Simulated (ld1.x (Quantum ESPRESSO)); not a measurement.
## Which change was made? (Li, TM)

lithium, norm-conserving Troullier–Martins (Kleinman–Bylander form), made with ld1.x (Quantum ESPRESSO) 7.5 (PBE, non-relativistic). Core none, reference 1s2 2s0.5 2p0 (charge +0.5). Waves: 2p (bound, empty): rc 4.20 bohr; 3d channel at 0.35 Ry: rc 3.85 bohr; 1s (bound): rc 0.50 bohr. Local part: the s channel. Core correction: none.

Occupied shells without a wave of their own: 2s. They enter only through the test configuration that unscreens the potential.

Cutoffs, loose and tight: the cutoffs (Ry, on a coarse ladder) from which the occupation-weighted sum of valence levels, in a spherical-Bessel basis at the reference potential, stays within 10 and 1 mRy of its value at 400 Ry. They do not see the model core or the augmentation charge, which bear on the density cutoff. Test errors are all-electron minus pseudo excitation energies from the reference, over the configurations 1s2 2s1 2p0; 1s2 2s0 2p0; 1s2 2s0 2p1; 1s1 2s1 2p0; variants that change the core or the reference have their own tests. The largest error is taken over the tests solved by every variant that gives reliable tests at all, those not shown here included: 1s1 2s1 2p0; 1s2 2s0 2p0; 1s2 2s1 2p0.

The base gives: outcome: generated; cutoff, loose: 260 Ry; cutoff, tight: 300 Ry; bound ghosts: p; largest test error (meV): +25.

Task: After one change the result is: outcome: generated; cutoff, loose: over 300 Ry; cutoff, tight: over 300 Ry; bound ghosts: p; largest test error (meV): +12. Which change was it?
A. all radii scaled by about 1.18 (s 0.58, p 4.94, d 4.54 bohr)
B. all radii scaled by about 1.32 (s 0.66, p 5.54, d 5.08 bohr)
C. all radii scaled by about 0.84 (s 0.42, p 3.54, d 3.26 bohr)

Result: C. The others give: all radii scaled by about 1.18 (s 0.58, p 4.94, d 4.54 bohr) → outcome: generated; cutoff, loose: 200 Ry; cutoff, tight: over 300 Ry; bound ghosts: none; largest test error (meV): +45 | all radii scaled by about 1.32 (s 0.66, p 5.54, d 5.08 bohr) → outcome: generated; cutoff, loose: 180 Ry; cutoff, tight: over 300 Ry; bound ghosts: none; largest test error (meV): +72.
